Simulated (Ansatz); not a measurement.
# Match the barriers

Saddle point of SiH$_{3}$OF$_{3}$, singlet (SiHOF₃ ([OH][Si]([F])([F])[F]) + H₂ → SiHF₃ ([F][SiH]([F])[F]) + H₂O; bonds formed: Si1–H7, O2–H6; bonds broken: Si1–O2, H6–H7), PBE0-D4/def2-TZVP structure:

Si1  (0.397, -0.137, 0.414)
O2  (-0.802, -0.201, -0.915)
F3  (1.257, -1.316, -0.252)
F4  (0.079, -0.811, 1.810)
F5  (1.497, 1.006, 0.378)
H6  (-1.092, 0.712, -0.311)
H7  (-0.762, 1.034, 0.727)
H8  (-0.573, -0.286, -1.851)
(Å)

Program: Ansatz 0.2.0. Basis: def2-TZVPP, with def2-QZVPP for the basis limit. Cores are frozen in the correlated methods. Extrapolation: Hartree–Fock as exp(−7.88 √X), correlation as X^−2.97. Four methods, as single points on the PBE0-D4 structures, gave these electronic barriers from the start structure: 2.240, 2.323, 2.466, 3.081 eV.

Task: The methods were, in alphabetical order, BLYP-D4, HF, MP2, r2SCAN-D4. Which gave which? (A judgement: the text doesn't fix the answer.)

Result: Computed: r2SCAN-D4 2.240; BLYP-D4 2.323; MP2 2.466; HF 3.081 eV. For comparison, CCSD(T) at an estimated basis limit (MP2 extrapolated from triple and quadruple zeta, plus CCSD(T) − MP2 in triple zeta) gives 2.467 eV.

No T1 diagnostic of these runs exceeds 0.012.

Labels in which every atom is bracketed show which atoms are joined, not bond orders.

For scale, one of the runs: CCSD(T)/def2-TZVPP, 208 basis functions, launched by `ansatz run in.yaml --threads 4 --pin off --events-out ev --progress --plain --max-ram 9574MiB`. The run took 2.4 min on 4 CPU threads of an Intel Xeon (shared host), with 3.1 GiB of host memory at its peak.
